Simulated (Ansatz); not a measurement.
ClFH2O2Sn, SMILES [OH][Sn]([OH])([F])[Cl].

Coordinates come from a PBE0-D3(BJ)/def2-SVP optimisation. The structure was generated by enumeration; whether it is a known compound was not checked. The def2 effective core potentials stand for the cores of Sn; spin–orbit coupling is left out. The values are those of a single conformer.

Two levels are set side by side: PBE/def2-SVPD (Ansatz, a quantum-chemistry and plane-wave program) and CAM-B3LYP/def2-SVPD (Ansatz). Energy differences of separate SCF runs at the same geometry; the states with an electron removed or added have multiplicity 2 and 2. Differences are taken from unrounded values.

| quantity | PBE |
|---|---|
| vertical ionisation energy (eV) | 11.17 |
| vertical electron affinity (eV) | 1.21 |
| vertical singlet–triplet gap (eV) | 4.38 |

These are the PBE values. What does CAM-B3LYP give? (Estimate from the structure and the level; the computed values follow.)


```
quantity                           CAM-B3LYP  PBE minus CAM-B3LYP
---------------------------------  ---------  -------------------
vertical ionisation energy (eV)        12.30                -1.12
vertical electron affinity (eV)         1.14                 0.07
vertical singlet–triplet gap (eV)       5.40                -1.03
```
